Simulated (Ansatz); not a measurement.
Compare A (`[SiH3]/C=C(\[SiH3])Cl`) with its isomer B (`[SiH3]/C=C\[SiH2]Cl`).

Program: Ansatz. Geometries: PBE0-D4/def2-TZVP. ΔE: electronic, gas phase. CCSD(T)/CBS adds triple-zeta CCSD(T) − MP2 to the extrapolated MP2 energy (def2 sets, frozen cores). Double bonds are as drawn, so ΔE can hold a change between cis and trans. Functionals use def2-TZVPP. B3LYP here is the variant with VWN-RPA as its local correlation; programs differ in this. One conformer a species, not always the lowest.

(1) Which isomer does CCSD(T)/CBS put lower? Give the gap. (Estimate.)

(2) Give E(B) − E(A) in kJ/mol with CCSD(T)/def2-TZVPP, PBE0-D4, PBE-D4, HF/def2-TZVPP, r2SCAN-D4, MP2/def2-TZVPP, B3LYP-D4. (Estimate.)

Largest T1 diagnostic: 0.012.

## Answers

(1) Computed: B, by 144.6 kJ/mol.

(2) The calculation gave: CCSD(T)/def2-TZVPP -141.9, PBE0-D4 -140.2, PBE-D4 -131.6, HF/def2-TZVPP -157.4, r2SCAN-D4 -139.8, MP2/def2-TZVPP -143.9, B3LYP-D4 -140.2. None reverses the order clearly.

In def2-TZVPP, CCSD(T) changes the Hartree–Fock value by +15.5 kJ/mol (the triples alone add +3.8 kJ/mol) and MP2 by +13.5 kJ/mol. From PBE to PBE0 (25 % exact exchange), in def2-TZVPP and without D4, E(B) − E(A) moves by −8.4 kJ/mol.
